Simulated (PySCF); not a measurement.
C3H7BeI, SMILES C[CH](C)[Be][I].

Coordinates come from a PBE-D3(BJ)/def2-SVP optimisation. The structure was generated by enumeration; whether it is a known compound was not checked. The def2 effective core potentials stand for the cores of I; spin–orbit coupling is left out. Other conformers were not sampled.

Computed with PBE-D3(BJ)/def2-SVP run with PySCF.

Frequencies are harmonic and unscaled.

```
mode  ν (cm⁻¹)  IR (km/mol)  moving atoms (share of kinetic energy)
----  --------  -----------  --------------------------------------
1           69          0.2                 C 54 %, H 24 %, Be 17 %
2           94          0.7                 H 32 %, C 31 %, Be 29 %
3          223          2.2          H 40 %, C 35 %, I 16 %, Be 8 %
4          230          0.0                                  H 97 %
5          257          2.3                 H 63 %, Be 24 %, C 11 %
6          349         22.0                         Be 75 %, C 19 %
7          377          5.8                  C 53 %, H 37 %, Be 8 %
8          417         20.4                 C 43 %, Be 32 %, H 22 %
9          843         12.8                 C 59 %, H 24 %, Be 17 %
10         884          3.0                          H 87 %, C 13 %
11         927          7.1                           H 89 %, C 8 %
12         952          0.2                          H 77 %, C 23 %
13         966        198.1                 Be 54 %, H 31 %, C 14 %
14        1056          4.2                          C 74 %, H 26 %
15        1139          6.2                          H 56 %, C 42 %
16        1212         27.6                 C 50 %, H 40 %, Be 10 %
17        1253          0.3                          H 76 %, C 24 %
18        1331          0.2                          H 82 %, C 18 %
19        1350          2.1                          H 81 %, C 19 %
20        1405          0.6                                  H 97 %
21        1422          6.7                                  H 96 %
22        1424         14.2                                  H 96 %
23        1433          4.5                                  H 96 %
24        2906         17.6                                  H 93 %
25        2937         55.2                                  H 97 %
26        2937         34.2                                  H 97 %
27        3013         42.9                           H 91 %, C 9 %
28        3015          4.5                           H 91 %, C 9 %
29        3041         29.9                           H 91 %, C 9 %
30        3041         13.7                           H 91 %, C 9 %
```
